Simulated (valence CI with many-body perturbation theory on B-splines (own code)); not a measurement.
**E1 line list for Pd XV**

Computed by configuration interaction combined with many-body perturbation theory (CI+MBPT): four valence electrons over a frozen Dirac-Fock core [Ar] 3d10, radial functions for each j: 11 s, 11 p, 10 d, 8 f, 5 g, 2 h, with the one-electron correlation potential Σ1 (screened to all orders), the two-electron term Σ2, the three-electron term Σ3, Breit, model QED; selected single and double excitations, second order for the rest, scaled by the run's own slope (own B-spline code, finite nucleus).

No measured levels were compared; by estimate levels hold to about 250 cm⁻¹ or 0.2 % of their energy and the worst to 1 %, as in measured heavy ions of charge 2 to 7; those with d or f electrons hold less well. Among the levels kept, up to 560 cm⁻¹ of a level comes from second order outside the variational space, and about a tenth of that is noise between levels of different J, which matters for small intervals.

Lines 51 to 100 of 548 in falling wavelength, among levels below 165.23 eV, chosen from the strongest by gf and those to the six lowest levels. Wavelengths and rates use the calculated energies, so an error of 900 cm⁻¹ moves a line at 325.2 Å by 0.29 % and its rate by three times that or more. Electric multipoles are in the length gauge, E1 and E2 with the static RPA response of the core. Weak lines are less certain than strong ones. Lines between different terms over intervals too small for the method are left out, as are lines whose strength nearly cancels. Where a level lies close to another of its J and parity, the split of strength between their lines is uncertain. The highest levels of a list are the least certain.

Names give the largest LS component (configuration and term), which can be under half, so a name can repeat, a term be missing and a line seem to break the LS rules; names also repeat where a configuration has a term twice. Letters in brackets count levels of one name in rising energy.

| λ vac (Å) | Upper | Lower | A (s⁻¹) | S (a.u.) |
| --- | --- | --- | --- | --- |
| 325.2 | 4s 4p3 3P°_2 | 4s2 4p2 1D_2 | 2.09e+08 | 1.78e-02 |
| 324.8 | 4p3 4d 1F°_3 [a] | 4s 4p2 4d 1D_2 [b] | 2.52e+09 | 2.99e-01 |
| 324.4 | 4p3 4d 1G°_4 | 4s 4p2 4d 3D_3 [a] | 2.29e+09 | 3.47e-01 |
| 323.9 | 4p3 4d 3F°_4 [b] | 4s 4p2 4d 3F_4 [c] | 5.82e+09 | 8.78e-01 |
| 322.8 | 4p3 4d 3G°_3 | 4s 4p2 4d 3G_3 | 1.86e+09 | 2.16e-01 |
| 322.7 | 4p3 4d 3G°_5 | 4s 4p2 4d 3G_5 | 6.51e+09 | 1.19e+00 |
| 322.5 | 4p4 1S_0 | 4s 4p3 1P°_1 | 1.79e+10 | 2.97e-01 |
| 322.1 | 4p3 4d 3P°_2 [c] | 4s 4p2 4d 3D_3 [d] | 4.84e+09 | 3.99e-01 |
| 321.9 | 4p3 4d 1D°_2 [b] | 4s 4p2 4d 1D_2 [a] | 3.01e+09 | 2.48e-01 |
| 321.5 | 4p3 4d 1F°_3 [b] | 4s 4p2 4d 1D_2 [b] | 2.30e+09 | 2.65e-01 |
| 321.1 | 4p3 4d 3G°_4 | 4s 4p2 4d 3G_4 | 1.55e+09 | 2.27e-01 |
| 320.0 | 4s 4p3 3D°_2 | 4s2 4p2 3P_1 | 4.59e+09 | 3.71e-01 |
| 318.6 | 4s 4p3 3D°_3 | 4s2 4p2 3P_2 | 2.56e+09 | 2.86e-01 |
| 318.4 | 4p3 4d 3F°_2 [a] | 4s 4p2 4d 3F_3 [a] | 2.66e+09 | 2.12e-01 |
| 318.1 | 4p3 4d 5D°_2 | 4s 4p2 4d 5P_2 | 2.92e+09 | 2.32e-01 |
| 317.8 | 4p3 4d 3D°_3 [b] | 4s 4p2 4d 3D_3 [c] | 2.35e+09 | 2.61e-01 |
| 316.9 | 4p3 4d 5D°_4 | 4s 4p2 4d 5P_3 | 1.82e+09 | 2.58e-01 |
| 315.5 | 4s 4p3 3S°_1 | 4s2 4p2 1S_0 | 1.25e+09 | 5.79e-02 |
| 312.1 | 4p3 4d 5D°_2 | 4s 4p2 4d 5P_3 | 3.08e+09 | 2.31e-01 |
| 312.0 | 4p3 4d 3G°_3 | 4s 4p2 4d 3F_4 [a] | 2.84e+09 | 2.98e-01 |
| 311.7 | 4p3 4d 3P°_2 [a] | 4s 4p2 4d 3P_1 [b] | 3.28e+09 | 2.45e-01 |
| 311.1 | 4s 4p2 4d 3G_5 | 4s2 4p 4d 3F°_4 | 5.98e+09 | 9.78e-01 |
| 309.5 | 4p3 4d 3G°_5 | 4s 4p2 4d 3G_4 | 1.97e+09 | 3.16e-01 |
| 309.4 | 4p3 4d 3F°_4 [b] | 4s 4p2 4d 3D_3 [c] | 2.04e+09 | 2.69e-01 |
| 308.9 | 4p3 4d 1D°_2 [a] | 4s 4p2 4d 3D_3 [b] | 3.69e+09 | 2.68e-01 |
| 308.7 | 4p3 4d 3D°_3 [c] | 4s 4p2 4d 3F_4 [b] | 5.66e+09 | 5.75e-01 |
| 306.8 | 4p4 3P_2 | 4s 4p3 3D°_3 | 1.06e+10 | 7.57e-01 |
| 305.4 | 4p3 4d 3D°_3 [b] | 4s 4p2 4d 3D_2 [c] | 2.00e+09 | 1.97e-01 |
| 305.1 | 4p4 3P_1 | 4s 4p3 3P°_2 | 6.02e+09 | 2.53e-01 |
| 303.4 | 4p3 4d 3D°_3 [a] | 4s 4p2 4d 3F_4 [a] | 4.82e+09 | 4.65e-01 |
| 302.9 | 4s 4p2 4d 1D_2 [b] | 4s2 4p 4d 1P°_1 | 6.28e+09 | 4.31e-01 |
| 302.9 | 4s 4p2 4d 1G_4 | 4s2 4p 4d 3F°_4 | 2.56e+09 | 3.16e-01 |
| 302.8 | 4s 4p2 4d 3D_3 [c] | 4s2 4p 4d 3D°_2 | 3.08e+09 | 2.95e-01 |
| 301.5 | 4s 4p2 4d 3F_4 [b] | 4s2 4p 4d 3D°_3 | 2.34e+09 | 2.85e-01 |
| 301.5 | 4s 4p2 4d 3D_3 [a] | 4s2 4p 4d 3P°_2 | 4.18e+09 | 3.96e-01 |
| 300.4 | 4p3 4d 5D°_2 | 4s 4p2 4d 3F_3 [a] | 3.99e+09 | 2.67e-01 |
| 300.3 | 4s 4p2 4d 3F_3 [c] | 4s2 4p 4d 1D°_2 | 3.46e+09 | 3.24e-01 |
| 300.1 | 4p3 4d 3G°_4 | 4s 4p2 4d 3F_4 [a] | 4.78e+09 | 5.74e-01 |
| 298.8 | 4p3 4d 3P°_2 [b] | 4s 4p2 4d 3F_3 [b] | 5.54e+09 | 3.65e-01 |
| 298.0 | 4p3 4d 3P°_2 [c] | 4s 4p2 4d 3P_2 [b] | 4.98e+09 | 3.25e-01 |
| 296.6 | 4p3 4d 3D°_3 [c] | 4s 4p2 4d 3F_3 [c] | 3.04e+09 | 2.74e-01 |
| 294.1 | 4s 4p2 4d 3D_3 [b] | 4s2 4p 4d 3P°_2 | 4.55e+09 | 4.00e-01 |
| 293.8 | 4p3 4d 5D°_3 | 4s 4p2 4d 5D_4 | 8.82e+09 | 7.73e-01 |
| 293.7 | 4p4 3P_2 | 4s 4p3 3D°_2 | 5.17e+09 | 3.23e-01 |
| 292.9 | 4s 4p2 4d 3G_4 | 4s2 4p 4d 3F°_3 | 7.70e+09 | 8.59e-01 |
| 290.9 | 4p3 4d 1F°_3 [b] | 4s 4p2 4d 3F_4 [c] | 3.01e+09 | 2.56e-01 |
| 290.5 | 4s 4p3 3D°_1 | 4s2 4p2 3P_0 | 7.55e+09 | 2.74e-01 |
| 290.1 | 4p3 4d 3D°_3 [a] | 4s 4p2 4d 3P_2 [a] | 3.59e+09 | 3.03e-01 |
| 289.8 | 4p3 4d 3F°_2 [a] | 4s 4p2 4d 5D_3 | 6.55e+09 | 3.93e-01 |
| 289.6 | 4p3 4d 3F°_3 [b] | 4s 4p2 4d 3D_3 [b] | 2.49e+09 | 2.09e-01 |
